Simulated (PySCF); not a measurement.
Computed shifts of a molecule C3H6BFO, B3LYP/pcSseg-1 in PySCF, GIAO, gas phase, equivalent atoms averaged, in ppm (number of nuclei): ¹⁹F: -311.5 (1). ¹³C: 80.4 (1), 77.6 (1), 19.0 (1). ¹H: 5.10 (2), 4.76 (2), 2.03 (2). References: ¹⁹F against CFCl3 (σ = 161.7 ppm); ¹³C against TMS (σ = 181.3 ppm); ¹¹B against BF3 (σ = 86.3 ppm); ¹⁷O against H2O (σ = 333.8 ppm); ¹H against TMS (σ = 31.68 ppm), references at their B3LYP-D3(BJ)/def2-TZVP geometries, non-relativistic. Geometry: PBE0-D3(BJ)/def2-SVP. The values are those of a single conformer.

Task: Which structure fits?
(A) C=CB(F)CO
(B) C[C@H]1COB1F
(C) FCB1CCO1
(D) C/C=C/B(O)F

Result: C, FCB1CCO1
